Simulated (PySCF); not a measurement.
**TlCl₃, singlet: molecular constants**

Computed with BP86/[Tl def2-TZVP with ECP60, Cl def2-TZVP], scalar-relativistic core potentials, density fitting, no spin–orbit coupling, PySCF.

The structure is a minimum.

```json
{"Point group": "D3h", "Bond lengths": "Tl–Cl 2.392 Å (×3)", "Bond angles": "Cl–Tl–Cl 120.0° (×3)", "Entropy at 298.15 K and 1 bar": "357.7 J/(mol K)", "Dipole moment": "0.00 D", "Zero-point energy": "6.9 kJ/mol", "Heat capacity Cp at 298.15 K": "78.6 J/(mol K)", "Principal polarisabilities": "47.4, 99.7, 99.7 bohr³", "Highest occupied level": "-8.11 eV", "Rotational symmetry number": "6", "Atomisation energy without zero-point energy": "814 kJ/mol", "Principal quadrupole moments (Buckingham, traceless) about the centre of mass": "-3.73, -3.73, 7.46 D Å", "Enthalpy at 298.15 K above 0 K": "19.35 kJ/mol", "Rotational constants": "0.05619, 0.05619, 0.0281 cm⁻¹", "Lowest empty level": "-5.10 eV"}
```

Harmonic modes (masses in u: Tl 204.974, Cl 34.969):
```json
{"symmetry": "e'", "ω (cm⁻¹)": "63", "IR (km/mol, summed over degenerate members)": "15.5", "type": "bend"}
{"symmetry": "a2''", "ω (cm⁻¹)": "78", "IR (km/mol, summed over degenerate members)": "5.8", "type": "bend"}
{"symmetry": "a1'", "ω (cm⁻¹)": "301", "IR (km/mol, summed over degenerate members)": "0.0", "type": "stretch"}
{"symmetry": "e'", "ω (cm⁻¹)": "325", "IR (km/mol, summed over degenerate members)": "101", "type": "stretch"}
```

In D3h the vibrations span 2e' + a2'' + a1'. The a1' mode carries no infrared intensity, as symmetry demands.

Charges (e):
```csv
atom,Mulliken,Löwdin,polar tensor,Mayer order to Tl1
Tl1,0.81,-0.28,1.49,–
"Cl2,3,4",-0.27,0.09,-0.50,0.96
```

Mulliken populations on Tl1 (electrons outside its core potential): s 3.19, p 6.82, d 10.11, f 0.07.

Outer orbital energies (eV). occupied: -9.52, -9.51, -8.66, -8.22, -8.22, -8.15, -8.11, -8.11; empty: -5.10, -2.74, -0.13, -0.13.

Counting electrons, thallium keeps none of its valence electrons outside its bonds, so the VSEPR class is AX3 and the expected shape is trigonal planar (D3h), as computed.

Spin–orbit coupling, left out here, can matter for elements this heavy.

The final relaxation and frequency run took of the order of 80 core-seconds on a shared host.
